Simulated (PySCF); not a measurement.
C₂H₁₀FNSi₂, SMILES C([SiH2]CN)[SiH2]F.

Coordinates come from a B3LYP-D3(BJ)/def2-SVP optimisation. The structure was generated by enumeration, and PubChem lists no compound with its InChIKey, so it may never have been made. The values are those of a single conformer.

Computed with TDA-PBE0/def2-SVPD (PySCF).

Vertical excitations. The molecule is in vacuum.

```
state  energy (eV)  λ (nm)      f                          main pairs
-----  -----------  ------  -----  ----------------------------------
S1            6.09     204  0.006                    HOMO→LUMO+2 91 %
S2            6.40     194  0.013                    HOMO→LUMO+1 83 %
S3            6.54     190  0.041                      HOMO→LUMO 91 %
S4            7.22     172  0.022  HOMO→LUMO+4 67 %, HOMO→LUMO+3 26 %
S5            7.39     168  0.013  HOMO→LUMO+3 54 %, HOMO→LUMO+4 24 %
S6            7.66     162  0.062                    HOMO−1→LUMO 81 %
T1            5.78     214      0                    HOMO→LUMO+2 91 %
T2            6.27     198      0    HOMO→LUMO+1 72 %, HOMO→LUMO 17 %
```
Triplets are in the Tamm–Dancoff approximation.
